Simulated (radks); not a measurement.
Results of a calculation; reference values are marked as such.
Species: Zr1.25+. Configuration: [Kr] 4d(up 1, down 1) 5s(up 0.5, down 0.25) (fractional occupations, a model configuration). Code: a radial shooting solver on a logarithmic mesh with Libxc functionals. Model: scalar-relativistic Kohn-Sham, r2SCAN, spin-polarised, spherical densities, finite nucleus; meta-GGA in the generalised Kohn-Sham scheme; Fermi nuclear charge, rms radius 4.2694 fm.

Radial electron density D(r) = 4 pi r^2 rho(r):

```
   r/bohr * D(r) (the largest magnitude, 60.7, reaches the edge; | marks zero)
 0.001671 | *
 0.002229 |  *
 0.002972 |   *
 0.003964 |      *
 0.005288 |          *
 0.007052 |               *
 0.009406 |                       *
  0.01255 |                               *
  0.01673 |                                       *
  0.02232 |                                            *
  0.02977 |                                            *
   0.0397 |                                        *
  0.05295 |                                     *
  0.07062 |                                          *
  0.09419 |                                                   *
   0.1266 |                                                      *
   0.1689 |                                           *
   0.2253 |                                 *
   0.3005 |                                     *
   0.4008 |                                        *
   0.5345 |                          *
   0.7129 |           *
   0.9508 |        *
    1.268 |       *
    1.691 |    *
    2.256 | *
    3.009 |*
    4.013 *
    5.353 *
    7.139 *
    9.522 *
```

D(r) has 3 maxima, at r = 0.0260, 0.115, 0.367 bohr, and minima at 0.0530, 0.234 bohr, inside which lie 2.05, 11.04 electrons.
